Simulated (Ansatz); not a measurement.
`C[O][GeH]([SH])[Cl]` + H–F → `[F][GeH]([SH])[Cl]` + CH₃OH  (ligand exchange at a Ge–O bond)

Program: Ansatz. Geometries: PBE0-D4/def2-TZVP. ΔE: electronic, gas phase. CBS: MP2 limit from def2 TZ/QZ plus the TZ coupled-cluster correction, frozen cores. This one scheme is used for every species. DFT in def2-TZVPP. For Ge outer-core shells are correlated without core-valence functions, which leaves a few kJ/mol of doubt a bond. Scalar relativity is left out up to krypton. One conformer a species, not always the lowest.

(1) Is it downhill or uphill in electronic energy at CCSD(T)/CBS, and by how much? (An estimate is asked.)

(2) What do these levels give: r2SCAN-D4, ωB97M-V, B2PLYP, PBE0, CCSD(T)/def2-TZVPP, HF/CBS(def2)? (An estimate is asked.)

Largest T1 diagnostic among the species: 0.011.

Results:

(1) Ansatz gave: Downhill: ΔE = -0.15 eV.

(2) Ansatz gave: r2SCAN-D4 -0.26, ωB97M-V -0.24, B2PLYP -0.27, PBE0 -0.28, CCSD(T)/def2-TZVPP -0.16, HF/CBS(def2) -0.41 eV.

The D4 term adds +0.12 eV with B3LYP and +0.07 eV with PBE0; it sums over pairs of atoms, weighted by their polarisabilities, and B3LYP, whose exchange is more repulsive, gets the larger term. In def2-TZVPP, CCSD(T) changes the Hartree–Fock value by +0.22 eV (the triples alone add +0.03 eV) and MP2 by +0.27 eV.

B3LYP here is the variant with VWN-RPA as its local correlation; programs differ in this.
